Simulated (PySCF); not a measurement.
PySCF input file for C4H4O, SMILES c1ccoc1, PBE-D3(BJ)/def2-SVP. Geometry optimised at PBE-D3(BJ)/def2-SVP.

```python
import numpy as np
from pyscf import gto, scf, dft, df
from pyscf.hessian import thermo

mol = gto.M(
    atom='''
    C     0.00000000    0.71866683   -0.96737071
    C    -0.00000000   -0.71866677   -0.96737075
    C     0.00000000   -1.09753426    0.35413218
    O     0.00000000   -0.00000004    1.16343423
    C    -0.00000000    1.09753424    0.35413225
    H     0.00000000    1.38424354   -1.83754409
    H    -0.00000000   -1.38424341   -1.83754418
    H    -0.00000001   -2.06658753    0.86323825
    H     0.00000000    2.06658747    0.86323838
    ''',
    basis='def2-SVP',
    charge=0,
    spin=0,
    max_memory=1600,
    verbose=3,
)
mf = dft.RKS(mol, xc='pbe').density_fit(auxbasis='def2-universal-jkfit')
mf.disp = 'd3bj'
mf.grids.level = 3
mf.conv_tol = 1e-11
mf.max_cycle = 100
mf.kernel()

# [left out here: the lines that compute and print the analytic Hessian (its translational invariance restored by hand, since the grid's response is missing), thermochemistry and intensities]
```

Program output:

```
converged SCF energy = -229.58799744695

WARN: DFTD3 does not support analytical Hessian, using finite difference


WARN: Mole.unit (angstrom) is changed to Bohr

Mode                                 0                   1                   2
Irrep
Freq [cm^-1]                      597.6938            618.1781            705.4119
Reduced mass [au]                   2.8493              3.4011              1.3348
Force const [Dyne/A]                0.5997              0.7658              0.3913
Char temp [K]                     859.9483            889.4206           1014.9307
Normal mode                   x     y     z       x     y     z       x     y     z
       0   C                -0.15 -0.00 -0.00   -0.05 -0.00 -0.00    0.01  0.00  0.00
       1   C                 0.15 -0.00 -0.00   -0.05  0.00 -0.00   -0.01 -0.00 -0.00
       2   C                -0.08  0.00  0.00    0.12  0.00  0.00   -0.10  0.00 -0.00
       3   O                 0.00 -0.00  0.00   -0.15  0.00 -0.00   -0.00 -0.00 -0.00
       4   C                 0.08 -0.00 -0.00    0.12 -0.00  0.00    0.10  0.00  0.00
       5   H                -0.27 -0.00 -0.00    0.02  0.00  0.00   -0.25 -0.00  0.00
       6   H                 0.27 -0.00  0.00    0.02  0.00  0.00    0.25 -0.00 -0.00
       7   H                -0.27  0.00 -0.00    0.34 -0.00  0.00    0.55 -0.00  0.00
       8   H                 0.27  0.00 -0.00    0.34 -0.00 -0.00   -0.55 -0.00  0.00
Mode                                 3                   4                   5
Irrep
Freq [cm^-1]                      727.2088            816.7182            860.4790
Reduced mass [au]                   1.2559              1.2870              5.9084
Force const [Dyne/A]                0.3913              0.5058              2.5775
Char temp [K]                    1046.2916           1175.0756           1238.0377
Normal mode                   x     y     z       x     y     z       x     y     z
       0   C                -0.03 -0.00  0.00   -0.07  0.00 -0.00   -0.00 -0.11  0.12
       1   C                -0.03 -0.00 -0.00   -0.07  0.00  0.00    0.00 -0.11 -0.12
       2   C                -0.08  0.00 -0.00    0.07 -0.00  0.00   -0.00  0.07 -0.07
       3   O                 0.05 -0.00  0.00    0.01  0.00 -0.00   -0.00  0.05  0.00
       4   C                -0.08  0.00  0.00    0.07 -0.00 -0.00    0.00  0.07  0.07
       5   H                 0.45  0.00  0.00    0.46 -0.00 -0.00    0.00 -0.05  0.17
       6   H                 0.45 -0.00 -0.00    0.46  0.00 -0.00   -0.00 -0.05 -0.17
       7   H                 0.43 -0.00  0.00   -0.41  0.00 -0.00    0.00  0.12  0.03
       8   H                 0.43  0.00 -0.00   -0.41 -0.00  0.00   -0.00  0.12 -0.03
Mode                                 6                   7                   8
Irrep
Freq [cm^-1]                      860.6614            862.4384            985.2276
Reduced mass [au]                   4.0872              1.3216              1.3501
Force const [Dyne/A]                1.7838              0.5792              0.7721
Char temp [K]                    1238.3002           1240.8569           1417.5232
Normal mode                   x     y     z       x     y     z       x     y     z
       0   C                 0.00  0.01  0.07    0.10 -0.00  0.00   -0.00 -0.06 -0.00
       1   C                -0.00 -0.01  0.07   -0.10 -0.00 -0.00    0.00  0.06 -0.00
       2   C                 0.00 -0.10  0.03    0.04  0.00 -0.00   -0.00 -0.04 -0.02
       3   O                -0.00  0.00 -0.17    0.00  0.00  0.00    0.00  0.00  0.09
       4   C                -0.00  0.10  0.03   -0.04 -0.00  0.00    0.00  0.04 -0.02
       5   H                -0.00 -0.20 -0.09   -0.57  0.00  0.00    0.00 -0.48 -0.31
       6   H                 0.00  0.20 -0.09    0.57 -0.00 -0.00   -0.00  0.48 -0.31
       7   H                -0.00 -0.01  0.22   -0.21  0.00 -0.00    0.00 -0.10 -0.15
       8   H                 0.00  0.01  0.22    0.21  0.00 -0.00   -0.00  0.10 -0.15
Mode                                 9                  10                  11
Irrep
Freq [cm^-1]                     1025.4355           1082.2690           1139.0156
Reduced mass [au]                   1.3914              1.8916              2.7932
Force const [Dyne/A]                0.8620              1.3054              2.1351
Char temp [K]                    1475.3734           1557.1441           1638.7899
Normal mode                   x     y     z       x     y     z       x     y     z
       0   C                -0.00 -0.01 -0.02    0.00 -0.04 -0.03    0.00 -0.10  0.09
       1   C                -0.00 -0.01  0.02    0.00  0.04 -0.03   -0.00  0.10  0.09
       2   C                 0.00  0.09 -0.04    0.00  0.13  0.04   -0.00  0.08 -0.01
       3   O                 0.00 -0.07  0.00   -0.00 -0.00 -0.04    0.00 -0.00 -0.09
       4   C                 0.00  0.09  0.04   -0.00 -0.13  0.04    0.00 -0.08 -0.01
       5   H                 0.00 -0.38 -0.32   -0.00 -0.19 -0.14    0.00 -0.03  0.17
       6   H                 0.00 -0.38  0.32   -0.00  0.19 -0.14    0.00  0.03  0.17
       7   H                -0.00 -0.05 -0.31   -0.00  0.29  0.33    0.00 -0.08 -0.34
       8   H                -0.00 -0.05  0.31    0.00 -0.29  0.33   -0.00  0.08 -0.34
Mode                                12                  13                  14
Irrep
Freq [cm^-1]                     1195.3089           1234.2899           1391.9018
Reduced mass [au]                   3.2590              1.3283              3.2802
Force const [Dyne/A]                2.7434              1.1923              3.7443
Char temp [K]                    1719.7834           1775.8683           2002.6368
Normal mode                   x     y     z       x     y     z       x     y     z
       0   C                 0.00  0.00 -0.00   -0.00  0.06  0.03   -0.00  0.15  0.04
       1   C                 0.00  0.00  0.00    0.00  0.06 -0.03   -0.00 -0.15  0.04
       2   C                -0.00 -0.09 -0.06    0.00 -0.05 -0.06    0.00  0.07  0.02
       3   O                 0.00  0.17 -0.00   -0.00  0.00  0.00    0.00 -0.00 -0.03
       4   C                -0.00 -0.09  0.06    0.00 -0.05  0.06    0.00 -0.07  0.02
       5   H                -0.00 -0.10 -0.08   -0.00 -0.29 -0.23    0.00 -0.15 -0.20
       6   H                -0.00 -0.10  0.08   -0.00 -0.29  0.23    0.00  0.15 -0.20
       7   H                 0.00 -0.20 -0.27    0.00  0.21  0.43   -0.00 -0.05 -0.23
       8   H                 0.00 -0.20  0.27   -0.00  0.21 -0.43    0.00  0.05 -0.23
Mode                                15                  16                  17
Irrep
Freq [cm^-1]                     1479.4134           1557.3039           3184.0938
Reduced mass [au]                   4.1366              4.8828              1.0884
Force const [Dyne/A]                5.3342              6.9770              6.5014
Char temp [K]                    2128.5465           2240.6136           4581.2020
Normal mode                   x     y     z       x     y     z       x     y     z
       0   C                 0.00 -0.03 -0.10    0.00 -0.05 -0.13    0.00 -0.03  0.04
       1   C                 0.00  0.03 -0.10   -0.00 -0.05  0.13   -0.00 -0.03 -0.04
       2   C                -0.00 -0.01  0.15    0.00  0.02 -0.12    0.00  0.02 -0.01
       3   O                 0.00  0.00 -0.05   -0.00 -0.00  0.00    0.00  0.00  0.00
       4   C                 0.00  0.01  0.15    0.00  0.02  0.12    0.00  0.02  0.01
       5   H                 0.00  0.05 -0.06   -0.00  0.20  0.02    0.00  0.38 -0.50
       6   H                -0.00 -0.05 -0.06    0.00  0.20 -0.02    0.00  0.38  0.50
       7   H                 0.00 -0.21 -0.19    0.00  0.15  0.07   -0.00 -0.22  0.12
       8   H                -0.00  0.21 -0.19    0.00  0.15 -0.07   -0.00 -0.22 -0.12
Mode                                18                  19                  20
Irrep
Freq [cm^-1]                     3194.5469           3212.8136           3219.4296
Reduced mass [au]                   1.0950              1.1024              1.1114
Force const [Dyne/A]                6.5841              6.7043              6.7871
Char temp [K]                    4596.2417           4622.5234           4632.0423
Normal mode                   x     y     z       x     y     z       x     y     z
       0   C                 0.00  0.03 -0.04   -0.00 -0.01  0.02   -0.00  0.02 -0.03
       1   C                -0.00 -0.03 -0.04   -0.00 -0.01 -0.02   -0.00 -0.02 -0.03
       2   C                 0.00  0.03 -0.01   -0.00 -0.05  0.03   -0.00 -0.05  0.03
       3   O                -0.00  0.00  0.00    0.00  0.00 -0.00    0.00  0.00  0.00
       4   C                 0.00 -0.03 -0.01   -0.00 -0.05 -0.03   -0.00  0.05  0.03
       5   H                -0.00 -0.36  0.47   -0.00  0.15 -0.20   -0.00 -0.19  0.26
       6   H                 0.00  0.36  0.47    0.00  0.15  0.20    0.00  0.19  0.26
       7   H                -0.00 -0.29  0.15    0.00  0.55 -0.29    0.00  0.52 -0.27
       8   H                 0.00  0.29  0.15    0.00  0.55  0.29   -0.00 -0.52 -0.27
temperature 298.1500 [K]
pressure 101325.00 [Pa]
Rotational constants [GHz] 9.39083 9.12174 4.62716
Symmetry number 2
Zero-point energy (ZPE) 0.06823 [Eh]   179139.820 [J/mol]
                           tot       elec      trans        rot        vib
Entropy [J/mol/K]       267.597      0.000    161.384     95.529     10.684
Cv [J/mol/K]             57.771      0.000     12.472     12.472     32.828
Cp [J/mol/K]             66.086      0.000     20.786     12.472     32.828
Internal energy [J/mol]                      3718.434   3718.434 181645.533
Internal energy [Eh]   -229.51598  -229.58800
Enthalpy [J/mol]                             6197.391   3718.434 181645.533
Enthalpy [Eh]          -229.51504
Gibbs free energy [J/mol]                  -41919.237 -24763.561 178460.033
Gibbs free energy [Eh] -229.54542
mode   freq/cm-1   IR/(km/mol)
   1      597.69         0.000
   2      618.18        17.783
   3      705.41         0.000
   4      727.21        84.626
   5      816.72         0.204
   6      860.48         0.093
   7      860.66        11.997
   8      862.44         0.000
   9      985.23        38.047
  10     1025.44         5.357
  11     1082.27        10.080
  12     1139.02         1.538
  13     1195.31        14.945
  14     1234.29         0.576
  15     1391.90         1.628
  16     1479.41        17.309
  17     1557.30         0.390
  18     3184.09         1.432
  19     3194.55         0.009
  20     3212.81         0.056
  21     3219.43         0.000
max |gradient| / (hartree/bohr): 0.0001522972201167753
APT charges: [-0.0798 -0.0798  0.1137 -0.3896  0.1137  0.0765  0.0765  0.0844  0.0844]
```

The calculation finished and met its thresholds.

Cost: roughly 30 core-seconds.
